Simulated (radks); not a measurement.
Q: Ionisation of the carbon ion C+, [He] 2s2 2p1, to [He] 2s2 as the strength of local exchange is varied. Calculated with a radial shooting solver on a logarithmic mesh with Libxc functionals: non-relativistic Kohn-Sham, Slater X-alpha exchange (alpha = 2/3 is LDA exchange), no correlation, spin-polarised, spherical densities, point nucleus; open shells are filled with parallel spins first.

alpha  E(C+) (hartree)  exchange (hartree)  IE (eV)  -e of the level emptied (eV)  <r> of it (bohr)
0.582        -36.19870            -3.53817   22.154                   15.497 (2p)             1.535
0.593        -36.26561            -3.60957   22.316                   15.651 (2p)             1.530
0.667        -36.71795            -4.09428   23.415                   16.708 (2p)             1.496
0.729        -37.09986            -4.50622   24.356                   17.617 (2p)             1.468
0.869        -37.97205            -5.45591   26.549                   19.755 (2p)             1.411
0.944        -38.44487            -5.97578   27.763                   20.947 (2p)             1.383
?            -36.76094            -4.14053   23.520                   16.809 (2p)             1.493

Which alpha was used in the last row?

A: alpha = 0.674. NIST Atomic Spectra Database: 24.383 eV (measured). The Delta-SCF value meets it near alpha = 0.73. Open shells are spherical and high-spin; term and fine-structure splittings are not resolved.
